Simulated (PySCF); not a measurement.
**SrF: frontier orbitals**

PBE at R = 2.095 Å; Sr def2-SVP with ECP28, F def2-SVP; scalar-relativistic core potentials (PySCF 2.14). State: ²Σ⁺ (doublet), unpaired electrons σ ↑. Only the outer orbitals are listed, counted within each symmetry, core potentials removing the inner ones.

```csv
spin,orbital,occ.,ε (eV),on Sr (%),main shells (%)
α,3σ,1,-25.60,18,"81 F s, 17 Sr p"
α,1π,1,-22.53,100,100 Sr p
α,1π,1,-22.53,100,100 Sr p
α,4σ,1,-21.61,83,"82 Sr p, 16 F s"
α,5σ,1,-7.25,12,88 F p
α,2π,1,-7.12,9,92 F p
α,2π,1,-7.12,9,92 F p
α,6σ,1,-3.38,100,"87 Sr s, 8 Sr p"
α,3π,0,-1.51,100,"76 Sr p, 24 Sr d"
α,3π,0,-1.51,100,"76 Sr p, 24 Sr d"
α,1δ,0,-1.19,100,100 Sr d
β,3σ,1,-25.59,18,"82 F s, 16 Sr p"
β,1π,1,-22.41,100,100 Sr p
β,1π,1,-22.41,100,100 Sr p
β,4σ,1,-21.51,84,"83 Sr p, 15 F s"
β,5σ,1,-7.24,11,88 F p
β,2π,1,-7.12,8,92 F p
β,2π,1,-7.12,8,92 F p
β,6σ,0,-2.56,100,91 Sr s
β,1δ,0,-0.59,100,100 Sr d
β,1δ,0,-0.59,100,100 Sr d
```

**Question.** Which are the highest filled and the lowest empty level, where do they sit, and how wide is the gap?

**Answer.** Highest filled α 6σ at -3.38 eV (in %: 87 Sr s, 8 Sr p); lowest empty β 6σ at -2.56 eV (in %: 91 Sr s); the gap at PBE is 0.82 eV.

* bond order (Mayer): 1.05
* ⟨S²⟩: 0.750
* charge on Sr (Mulliken, basis-dependent): 0.42
* charge on Sr (Löwdin, basis-dependent): 0.33
* dipole moment (positive dipole means Sr(−)F(+)): -3.26 D
* polarisability along the bond: 129.6 bohr³
* polarisability across the bond: 189.7 bohr³

Spin–orbit coupling is left out. The state was picked by a PBE0 search and need not be the measured ground state.
